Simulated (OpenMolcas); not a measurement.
## Nb3+: ligand-field states by method

Nb3+ with 4 ligands (chloride) in tetrahedral coordination (Td) at 2.35 Å. A charge of +0.25 e stands 2.8 Å behind each ligand. Ligand basis ANO-RCC-VDZP.
```
Nb    0.0000    0.0000    0.0000
Cl    1.3568    1.3568    1.3568
Cl    1.3568   -1.3568   -1.3568
Cl   -1.3568    1.3568   -1.3568
Cl   -1.3568   -1.3568    1.3568
```

- Program: OpenMolcas
- Basis: ANO-RCC-VDZP [6s5p3d1f]
- Scalar Hamiltonian: DKH2, point nucleus
- Active space: 2 electrons in 5 orbitals (4d)
- State averaging: 2S+1 = 3 even, 10 roots; 2S+1 = 1 even, 15 roots
- Spin-orbit coupling: state interaction with AMFI integrals over the reference wave functions

I. CASSCF
II. SS-CASPT2, IPEA 0.25 Eh, imaginary shift 0.1 Eh (closed shells correlated: 4s 4p and the ligand valence shells)

Spin-free states (labels of Td) in cm-1, each column counted from its own energy of the first state listed:

| State | Degeneracy | I | II |
| --- | --- | --- | --- |
| 3A2 | 1 | 0 | 0 |
| 3T2 | 3 | 8053 | 7690 |
| 1E | 2 | 9480 | 6660 |
| 3T1 | 3 | 12547 | 11520 |
| 1A1 | 1 | 15969 | 12420 |
| 1T2 | 3 | 17088 | 13740 |
| 1T1 | 3 | 18954 | 15710 |
| 3T1 | 3 | 19606 | 18080 |
| 1E | 2 | 24111 | 21790 |
| 1T2 | 3 | 26508 | 23420 |
| 1A1 | 1 | 39876 | 32380 |

From I to II, I's first state of the same spin (3T2) moves from 8053 to 7690 cm-1, by about -370 cm-1.

From I to II, I's first state of another spin (1E) moves from 9480 to 6660 cm-1, by about -2800 cm-1.

χT at 300 K: I 0.86, II 0.85 cm3 K/mol.

Roots that are degenerate in the reference are averaged as groups; the widest CASPT2 spread within a group is 530 cm-1 (the 3-fold group of multiplicity 3 near 7690 cm-1 above the lowest state of its run, II). Shifts and gaps below about the spread of the groups concerned are not significant. Over all roots computed the reference weight is 0.72 to 0.74 in II; a low but even weight reflects the number of correlated electrons. The least metal-like active orbital is 77 % on the metal (Löwdin) and no ligand orbital is active, so the numbers are rough. Ligand-to-metal charge-transfer states are missing. With no ligand orbital active B as a rule stays too high, so bands that hang on it stand too high and its fall with covalency is understated. Without dynamic correlation the repulsion within the d shell is too large (B by tens of per cent), so at a given field states of lower spin stand too high (holds for I). With metal d orbitals alone the field can be off either way by tens of per cent (holds for I). These CASPT2 states fit no ligand-field parameters well, so their order and spin gaps are uncertain (holds for II). With one d shell and no ligand orbital active, 10Dq can be off by a tenth or more (holds for II). No measured value stands beside these numbers; the geometry was imposed, not optimised, and the real ion may take another.
